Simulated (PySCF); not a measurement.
silanone (H2OSi), SMILES O=[SiH2].

Geometry: ωB97X-D3(BJ)/def2-TZVP.

Two levels are set side by side: PBE/def2-TZVPD (PySCF) and PBE0/def2-TZVPD (PySCF). Same geometry, gas phase. Differences are taken from unrounded values.

```json
[
 {"quantity": "orbital gap (eV)", "PBE0": "6.02", "PBE": "3.65", "PBE minus PBE0": "-2.37"},
 {"quantity": "highest occupied level (eV)", "PBE0": "-8.32", "PBE": "-6.83", "PBE minus PBE0": "1.50"},
 {"quantity": "lowest empty level (eV)", "PBE0": "-2.31", "PBE": "-3.18", "PBE minus PBE0": "-0.87"},
 {"quantity": "dipole moment (D)", "PBE0": "3.77", "PBE": "3.47", "PBE minus PBE0": "-0.30"},
 {"quantity": "mean polarisability (bohr³)", "PBE0": "30.3", "PBE": "31.9", "PBE minus PBE0": "1.6"}
]
```

Without exact exchange PBE keeps part of each electron's self-repulsion, which lifts occupied levels and narrows the gap. PBE's more diffuse valence density responds more strongly to a field. Differences between two approximate levels are no errors against the true value.

Rough cost on one machine, each run with all the roots and properties that it gave: PBE0 against PBE within a factor of 2.
